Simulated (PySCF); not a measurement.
Al(F)(Cl)(OMe) (CH3AlClFO), SMILES [Al]([F])([Cl])[O]C. Atoms are numbered in the order given.

```xyz
8

Al     0.2792    -0.1111     0.0000
F      1.9353    -0.0379     0.0000
Cl    -0.6404    -1.9779     0.0000
O     -0.6599     1.2740     0.0000
C     -0.5487     2.6699     0.0000
H     -1.0454     3.0921    -0.8911
H      0.5018     3.0140     0.0000
H     -1.0454     3.0921     0.8911
```
Charge 0, spin multiplicity 1.

Geometry: B3LYP-D3(BJ)/def2-SVP. The structure was generated by enumeration; whether it is a known compound was not checked. One conformer was computed; it need not be the lowest.

Level of theory: PBE/pcSseg-1 run with PySCF.

GIAO shieldings, no solvent; atoms alike by connectivity are averaged. δ = σ(ref) − σ: ¹⁹F against CFCl3 (σ = 133.6 ppm); ³⁵Cl against HCl (σ = 936.5 ppm); ¹⁷O against H2O (σ = 334.3 ppm); ¹³C against TMS (σ = 182.0 ppm); ¹H against TMS (σ = 31.49 ppm), references at their B3LYP-D3(BJ)/def2-TZVP geometries, non-relativistic (without spin–orbit terms, shifts of atoms bonded to Cl or Br come out too high).

Computed chemical shifts:
| nucleus | atoms | count | δ (ppm) |
|---|---|---|---|
| ¹⁹F | F2 | 1 | -195.5 |
| ³⁵Cl | Cl3 | 1 | -73.4 |
| ¹⁷O | O4 | 1 | 28.5 |
| ¹³C | C5 | 1 | 59.7 |
| ¹H | H6, H7, H8 | 3 | 4.40 |
